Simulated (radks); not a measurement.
Valence configurations of Te III (all share [Kr]). Calculated with a radial shooting solver on a logarithmic mesh with Libxc functionals: scalar-relativistic Kohn-Sham, SCAN, spin-unpolarised, spherical densities, finite nucleus; meta-GGA in the generalised Kohn-Sham scheme; Fermi nuclear charge, rms radius 4.7423 fm. Energies are relative to 4d10 5s2 5p2; eigenvalues in eV.

valence	E (eV)	e(4d)	e(5p)	e(5s)
4d10 5s2 5p2	0.000	-61.987	-22.414	-33.217
4d8 5s2 5p4	88.922	-75.587	-26.134	-38.306
4d9 5s2 5p3	42.014	-68.816	-24.325	-35.837
4d10 5p4	21.661	-64.667	-23.635	-
4d7 5s2 5p5	140.84	-82.302	-27.873	-40.669
4d10 5s1 5p3	10.814	-63.350	-23.032	-33.861
4d9 5p5	65.104	-71.358	-25.488	-
4d9 5s1 5p4	53.545	-70.104	-24.926	-36.472
4d10 5s1.5 5p2.5	5.404	-62.675	-22.726	-33.539
4d7 5s1 5p6	153.66	-83.460	-28.424	-41.263

NIST lists [Kr] 4d10 5s2 5p2 as the ground configuration; this level of theory agrees among the configurations tried. The energies are those of spherical spin-averaged densities, not of single terms.
